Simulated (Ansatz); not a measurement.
CH5BN2O, SMILES `NB1NCO1`. The species carries charge 0 and has multiplicity 1.

Cartesian coordinates in Å:
```
N -1.102 -0.446 1.464
B -0.213 -0.185 0.417
N -0.313 0.017 -1.006
C 1.113 0.293 -0.921
O 1.179 -0.043 0.472
H -0.785 -0.584 2.406
H -2.083 -0.599 1.326
H -0.936 0.587 -1.550
H 1.743 -0.376 -1.516
H 1.396 1.338 -1.093
```

Problem. What are the harmonic wavenumbers in cm⁻¹ at PBE0-D4/def2-TZVP (Ansatz, finite differences of forces, unscaled)? (Best estimate.)

Solution. Ansatz gave: 230, 298, 330, 392, 453, 645, 687, 851, 964, 996, 1042, 1125, 1149, 1208, 1256, 1416, 1500, 1547, 1641, 3027, 3075, 3654, 3680, 3756.

Problem. Is this a minimum?

Solution. Yes, all 24 modes are real.

Problem. Give the ideal-gas thermochemistry at 298.15 K and 1 bar (rigid rotor, harmonic oscillator; point group C1, symmetry number 1).

Solution. Zero-point energy 208.9 kJ/mol; H(298) − E = 225.2 kJ/mol; entropy 298.4 J/(mol·K), of which translation 162.2, rotation 103.9, vibration 32.3; G(298) − E = 136.2 kJ/mol.

Problem. And at 400, 500, 600, 800 and 1000 K?

Solution. 
```tsv
T (K)	H − E (kJ/mol)	S (J/mol/K)	G − E (kJ/mol)
400	235.0	326.6	104.3
500	246.6	352.4	70.4
600	259.7	376.4	33.9
800	289.6	419.2	-45.7
1000	323.1	456.5	-133.4
```

Problem. Rotational constants (cm⁻¹)?

Solution. 0.4203, 0.1574, 0.1177.
